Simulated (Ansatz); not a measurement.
Reaction (formal exchange of groups at a B–Si bond): `CB[SiH2]C` + `C=C=CF` → `C=C=C(F)BC` + `C[SiH3]`

Isolated molecules relaxed with PBE0-D4/def2-TZVP in Ansatz; ΔE leaves out vibrations. CCSD(T)/CBS is the MP2 limit (def2-TZVPP, def2-QZVPP) plus CCSD(T) − MP2 in def2-TZVPP, frozen cores. This one scheme is used for every species. DFT in def2-TZVPP. Each species was taken in one conformer, which may not be the lowest.

`CB[SiH2]C`:

```xyz
13

C     0.879   -0.029    1.792
B     1.330   -0.190    0.315
Si    0.101   -0.079   -1.282
C    -1.698    0.277   -0.873
H     1.640    0.385    2.457
H    -0.077    0.473    1.955
H     0.742   -1.073    2.128
H     2.484   -0.456    0.105
H     0.192   -1.356   -2.055
H     0.624    0.992   -2.186
H    -1.794    1.227   -0.340
H    -2.306    0.337   -1.778
H    -2.117   -0.507   -0.237
```

`C=C=CF`:

Cartesian coordinates in Å:
```
C -0.175 -1.276 -0.329
C -0.005 -0.031 0.000
C 0.158 1.203 0.375
F 0.419 2.194 -0.494
H 0.661 -1.968 -0.374
H -1.158 -1.666 -0.578
H 0.100 1.543 1.402
```

`C=C=C(F)BC`:

```xyz
12

C     1.629   -1.958    1.269
C     1.196   -0.940    0.596
C     0.689    0.074   -0.073
F     1.546    0.931   -0.689
B    -0.824    0.314   -0.173
C    -1.440    1.502   -0.962
H     1.789   -2.921    0.792
H     1.850   -1.879    2.329
H    -1.518   -0.482    0.392
H    -2.124    2.067   -0.318
H    -2.077    1.105   -1.763
H    -0.715    2.188   -1.401
```

`C[SiH3]`:

```xyz
8

C     0.677   -0.306   -0.650
Si   -0.606    0.274    0.582
H     0.991   -1.329   -0.430
H     1.561    0.334   -0.620
H     0.276   -0.285   -1.666
H    -1.808   -0.602    0.541
H    -1.034    1.667    0.279
H    -0.057    0.247    1.965
```

| level | ΔE (kJ/mol) |
| --- | --- |
| ωB97X-V | -69.3 |
| r2SCAN | -74.8 |
| MP2/def2-QZVPP | -76.4 |
| CCSD/CBS(def2) | -67.9 |

Q: What does CCSD(T)/CBS give? (An estimate is asked.)

A: The calculation gave: -69.1 kJ/mol. The listed levels differ from it by -0.2, -5.7, -7.3, 1.2 kJ/mol.

Largest T1 diagnostic among the species: 0.013.
